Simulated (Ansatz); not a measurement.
PBE exchange is replaced step by step with exact exchange (0 % is PBE, 25 % PBE0; no dispersion term), basis def2-TZVP, Ansatz. System: CoCl2. The state is a quartet with charge 0. Geometry: PBE0-D4/def2-TZVP.

Geometry of the quartet:

Cartesian coordinates in Å:
```
Co 0.000 0.000 0.000
Cl 0.746 -1.282 1.470
Cl -0.746 1.282 -1.470
```

HOMO and LUMO are taken over both spins.

```json
{"exact exchange (%)": "0", "HOMO (eV)": "-6.59", "LUMO (eV)": "-6.17", "gap (eV)": "0.42", "⟨S²⟩": "3.759"}
{"exact exchange (%)": "5", "HOMO (eV)": "-7.06", "LUMO (eV)": "-5.72", "gap (eV)": "1.34", "⟨S²⟩": "3.759"}
{"exact exchange (%)": "10", "HOMO (eV)": "-7.54", "LUMO (eV)": "-5.28", "gap (eV)": "2.25", "⟨S²⟩": "3.760"}
{"exact exchange (%)": "25", "HOMO (eV)": "-8.93", "LUMO (eV)": "-3.96", "gap (eV)": "4.96", "⟨S²⟩": "3.761"}
{"exact exchange (%)": "35", "HOMO (eV)": "-9.74", "LUMO (eV)": "-3.08", "gap (eV)": "6.66", "⟨S²⟩": "3.761"}
{"exact exchange (%)": "50", "HOMO (eV)": "-10.58", "LUMO (eV)": "-1.62", "gap (eV)": "8.96", "⟨S²⟩": "3.761"}
```

Estimate the row for 15 %.


| exact exchange (%) | HOMO (eV) | LUMO (eV) | gap (eV) | ⟨S²⟩ |
| --- | --- | --- | --- | --- |
| 15 | -8.01 | -4.85 | 3.17 | 3.761 |
